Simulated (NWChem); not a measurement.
System: C₄H₂BCl; SMILES C#CB(Cl)C#C

Input file for NWChem:

```
start job
memory heap 200 mb stack 900 mb global 1100 mb
geometry units angstroms noautoz
  B      0.006150    -0.000086     0.000000
  C      0.746716     1.326284     0.000000
  C      1.357245     2.394616     0.000000
  H      1.889692     3.337088     0.000000
  C      0.744405    -1.327743     0.000000
  C      1.353061    -2.397143     0.000000
  H      1.883723    -3.340633     0.000000
  Cl    -1.765449     0.001400     0.000000
end
basis spherical
  * library pcseg-2
end
dft
  xc b3lyp
  iterations 150
  semidirect filesize 400000000
  mulliken
end
task dft energy
```

Output (shortened):

```
             Northwest Computational Chemistry Package (NWChem) 7.3.0
             --------------------------------------------------------

 C2V symmetry detected

                             Geometry "geometry" -> ""
                             -------------------------

 Output coordinates in angstroms (scale by  1.889725989 to convert to a.u.)

  No.       Tag          Charge          X              Y              Z
 ---- ---------------- ---------- -------------- -------------- --------------
    1 B                    5.0000     0.00000000     0.00000000     0.02698136
    2 C                    6.0000     1.32701399     0.00000000     0.76639214
    3 C                    6.0000     2.39588039     0.00000000     1.37598486
    4 H                    1.0000     3.33886181     0.00000000     1.90753961
    5 C                    6.0000    -1.32701399     0.00000000     0.76639214
    6 C                    6.0000    -2.39588039     0.00000000     1.37598486
    7 H                    1.0000    -3.33886181     0.00000000     1.90753961
    8 Cl                  17.0000     0.00000000     0.00000000    -1.74461824

 Effective nuclear repulsion energy (a.u.)     191.6368160974

      Symmetry information
      --------------------

 Group name             C2v
 Group number             16
 Group order               4
 No. of unique centers     5

                                 NWChem DFT Module
                                 -----------------

 Summary of "ao basis" -> "ao basis" (spherical)
 ------------------------------------------------------------------------------
       Tag                 Description            Shells   Functions and Types
 ---------------- ------------------------------  ------  ---------------------
 B                          pcseg-2                 10       30   4s3p2d1f
 C                          pcseg-2                 10       30   4s3p2d1f
 H                          pcseg-2                  6       14   3s2p1d
 Cl                         pcseg-2                 12       34   5s4p2d1f

      Symmetry analysis of basis
      --------------------------

        a1         78
        a2         30
        b1         65
        b2         39

            General Information
            -------------------
          SCF calculation type: DFT
          Wavefunction type:  closed shell.
          No. of atoms     :     8
          No. of electrons :    48
           Alpha electrons :    24
            Beta electrons :    24
          Charge           :     0
          Spin multiplicity:     1
          Use of symmetry is: on ; symmetry adaption is: on
          Maximum number of iterations: 150
          AO basis - number of functions:   212
                     number of shells:    74
          Convergence on energy requested:  1.00D-06
          Convergence on density requested:  1.00D-05
          Convergence on gradient requested:  5.00D-04

              XC Information
              --------------
                         B3LYP Method XC Potential
                     Hartree-Fock (Exact) Exchange  0.200
                        Slater Exchange Functional  0.800 local
                    Becke 1988 Exchange Functional  0.720 non-local
              Lee-Yang-Parr Correlation Functional  0.810
                  VWN I RPA Correlation Functional  0.190 local

             Grid Information
             ----------------
          Grid used for XC integration:  medium
          Radial quadrature: Mura-Knowles
          Angular quadrature: Lebedev.
          Tag              B.-S. Rad. Rad. Pts. Rad. Cut. Ang. Pts.
          ---              ---------- --------- --------- ---------
          B                   0.85       49          12.0       434
          C                   0.70       49          15.0       434
          H                   0.35       45          16.0       434
          Cl                  1.00       88          13.0       590
          Grid pruning is: on
          Number of quadrature shells:   280
          Spatial weights used:  Erf1

      Superposition of Atomic Density Guess
      -------------------------------------

 Sum of atomic energies:        -635.68413667

      Non-variational initial energy
      ------------------------------

 Total energy =    -638.215331
 1-e energy   =   -1250.412061
 2-e energy   =     420.559914
 HOMO         =      -0.339381
 LUMO         =      -0.083249

      Symmetry analysis of molecular orbitals - initial
      -------------------------------------------------

  Numbering of irreducible representations:

     1 a1          2 a2          3 b1          4 b2

  Orbital symmetries:

     1 a1          2 a1          3 b1          4 a1          5 b1
     6 a1          7 a1          8 b1          9 b2         10 a1
    11 a1         12 b1         13 a1         14 a1         15 b1
    16 a1         17 b1         18 a1         19 b2         20 b1
    21 b2         22 a1         23 a2         24 b1         25 b2
    26 a1         27 a2         28 b1         29 a1         30 b1
    31 a1         32 b1         33 b2         34 a1

------------------------------------------------------------
EAF file 0: "./job.aoints.0" size=208142336 bytes
------------------------------------------------------------
               write      read    awrite     aread      wait
               -----      ----    ------     -----      ----
     calls:      397         0         0         0         0
   data(b): 2.08e+08  0.00e+00  0.00e+00  0.00e+00
   time(s): 0.00e+00  0.00e+00  0.00e+00  0.00e+00  0.00e+00
rate(mb/s): 0.00e+00  0.00e+00
------------------------------------------------------------

     ---------------------------------------------
      Total Density - Mulliken Population Analysis
     ---------------------------------------------

    Atom       Charge   Shell Charges
 -----------   ------   -------------------------------------------------------
    1 B    5     4.05   2.00  0.53  0.18 -0.05  0.72  0.54  0.01  0.01  0.10  0.01
    2 C    6     6.26   2.00  0.62  0.56 -0.05  1.29  1.50  0.30  0.01  0.03  0.01
    3 C    6     6.16   2.00  0.61  0.42  0.44  1.19  1.23  0.22  0.01  0.03  0.01
    4 H    1     0.91   0.35  0.41  0.10  0.01  0.04  0.00
    5 C    6     6.26   2.00  0.62  0.56 -0.05  1.29  1.50  0.30  0.01  0.03  0.01
    6 C    6     6.16   2.00  0.61  0.42  0.44  1.19  1.23  0.22  0.01  0.03  0.01
    7 H    1     0.91   0.35  0.41  0.10  0.01  0.04  0.00
    8 Cl  17    17.30   2.01  0.38  1.60  1.04  0.90  5.92  1.03  3.12  1.28  0.00  0.02  0.00

   convergence    iter        energy       DeltaE   RMS-Dens  Diis-err
 ---------------- ----- ----------------- --------- --------- ---------
 d= 0,ls=0.0,diis     1   -638.6221235486 -8.30D+02  5.94D-03  1.03D+00
 d= 0,ls=0.0,diis     2   -638.6639477862 -4.18D-02  3.90D-03  3.51D-01
 d= 0,ls=0.0,diis     3   -638.6887090630 -2.48D-02  1.53D-03  1.71D-01
 d= 0,ls=0.0,diis     4   -638.7028675350 -1.42D-02  7.56D-04  5.57D-02
 d= 0,ls=0.0,diis     5   -638.7101858743 -7.32D-03  1.84D-04  1.46D-03
  Resetting Diis
 d= 0,ls=0.0,diis     6   -638.7103626225 -1.77D-04  3.75D-05  4.92D-05
 d= 0,ls=0.0,diis     7   -638.7103686767 -6.05D-06  1.96D-05  4.40D-06
 d= 0,ls=0.0,diis     8   -638.7103682581  4.19D-07  1.08D-05  7.49D-06
 d= 0,ls=0.0,diis     9   -638.7103692972 -1.04D-06  1.49D-06  2.64D-07
 d= 0,ls=0.0,diis    10   -638.7103693274 -3.02D-08  8.49D-07  3.73D-08

         Total DFT energy =     -638.710369327350
      One electron energy =    -1254.794107273849
           Coulomb energy =      479.065028343604
    Exchange-Corr. energy =      -54.618106494499
 Nuclear repulsion energy =      191.636816097394

 Numeric. integr. density =       47.999998602217

                  Occupations of the irreducible representations
                  ----------------------------------------------

                     irrep           alpha         beta
                     --------     --------     --------
                     a1               12.0         12.0
                     a2                1.0          1.0
                     b1                8.0          8.0
                     b2                3.0          3.0

                       DFT Final Molecular Orbital Analysis
                       ------------------------------------

 Vector   22  Occ=2.000000D+00  E=-3.106847D-01  Symmetry=a1
              MO Center= -1.0D-13, -1.6D-16,  8.7D-01, r^2= 5.1D+00
   Bfn.  Coefficient  Atom+Function         Bfn.  Coefficient  Atom+Function
  ----- ------------  ---------------      ----- ------------  ---------------
    37      0.204597  2 C  pz               111      0.204597  5 C  pz
    67      0.183157  3 C  pz               141      0.183157  6 C  pz
    40      0.173779  2 C  pz               114      0.173779  5 C  pz
    70      0.158576  3 C  pz               144      0.158576  6 C  pz
   192      0.156397  8 Cl pz                65     -0.121853  3 C  px

 Vector   23  Occ=2.000000D+00  E=-3.052459D-01  Symmetry=a2
              MO Center= -1.8D-14,  1.2D-15,  1.1D+00, r^2= 4.9D+00
   Bfn.  Coefficient  Atom+Function         Bfn.  Coefficient  Atom+Function
  ----- ------------  ---------------      ----- ------------  ---------------
    66      0.230986  3 C  py               140     -0.230986  6 C  py
    36      0.224255  2 C  py               110     -0.224255  5 C  py
    69      0.194743  3 C  py               143     -0.194743  6 C  py
    39      0.190658  2 C  py               113     -0.190658  5 C  py
    72      0.082277  3 C  py               146     -0.082277  6 C  py

[...]
```

Level: B3LYP/pcseg-2. The geometry was optimised at PBE-D3(BJ)/def2-SVP. B3LYP is NWChem's, with the RPA form of VWN correlation.
